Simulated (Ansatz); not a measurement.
Ansatz (a first-principles code) input (X2C-CCSD(T)/cc-pVTZ-DK):

Ansatz 0.2 input:
```yaml
crystal:
  periodic: [false, false, false]
  atoms:
    - {symbol: C, position_ang: [-1.72551333, -0.51086076, 0.16244204]}
    - {symbol: C, position_ang: [-0.56307396, 0.38637234, 0.42330781]}
    - {symbol: Si, position_ang: [1.12973651, 0.11756125, -0.25119955]}
    - {symbol: H, position_ang: [-2.54457617, 0.03103838, -0.32680067]}
    - {symbol: H, position_ang: [-2.14199589, -0.90517449, 1.09766571]}
    - {symbol: H, position_ang: [-1.46926428, -1.36260017, -0.47009264]}
    - {symbol: H, position_ang: [-0.76134791, 1.24840501, 1.05353561]}
    - {symbol: H, position_ang: [1.66560463, -1.20509745, 0.16933031]}
    - {symbol: H, position_ang: [2.04915016, 1.18076910, 0.21778072]}
    - {symbol: H, position_ang: [1.11764219, 0.11373263, -1.73912444]}
basis:
  gaussian:
    orbitals: cc-pVTZ-DK
magnetization: {spin_polarized: true, initial_magnetization: 1}
correlation: {method: ccsd_t, electrons: outside_noble_gas}
```

Output:

```
Functional definition: HF
integrals: 1.20 GiB planned
1073 factors; integrals over basis functions are off by at most 1.4e-3 eV
1.04 GiB of device memory are held for the factors and their scratch space
mean field: 0.74 GiB planned
mean field evaluation 1: about -10048.4702 eV, gradient 1.9e1 eV
mean field evaluation 2: about -10048.4765 eV, gradient 1.9e1 eV
mean field evaluation 4: about -10051.0567 eV, gradient 2.6e0 eV
mean field evaluation 8: about -10051.1311 eV, gradient 1.3e-3 eV
mean field evaluation 16: about -10051.1219 eV, gradient 2.3e-1 eV
mean field -10051.13112501 eV, -369.3722559427 hartree, gradient 3.3e-6 eV, S^2 0.762755; 0 other end points of the search recorded, 0 dependent functions left out
7 core orbitals not correlated
reference -10051.13112501 eV, -369.3722559427 hartree; 10, 9 occupied and 175, 176 virtual orbitals, 1073 factors
second order -12.29143018 eV of doubles, -0.00000000 eV of singles
coupled cluster: 6.97 GiB planned
cycle   1  -13.24437709 eV  change   -9.5e-1 eV  update   7.7e-2
cycle   2  -13.64426821 eV  change   -4.0e-1 eV  update   2.5e-2
cycle   3  -13.69035890 eV  change   -4.6e-2 eV  update   1.0e-2
cycle   4  -13.68750398 eV  change    2.9e-3 eV  update   3.9e-3
cycle   5  -13.68750627 eV  change   -2.3e-6 eV  update   1.6e-3
cycle   6  -13.68745868 eV  change    4.8e-5 eV  update   5.4e-4
cycle   7  -13.68755085 eV  change   -9.2e-5 eV  update   2.1e-4
cycle   8  -13.68759985 eV  change   -4.9e-5 eV  update   6.8e-5
cycle   9  -13.68758812 eV  change    1.2e-5 eV  update   2.8e-5
cycle  10  -13.68758213 eV  change    6.0e-6 eV  update   1.0e-5
perturbative correction -0.47240502 eV, -0.0173605645 hartree
Total energy: -10065.29111216 eV, -369.8926258726 hartree
Relativity: scalar
```

It need not be the lowest isomer of its formula.
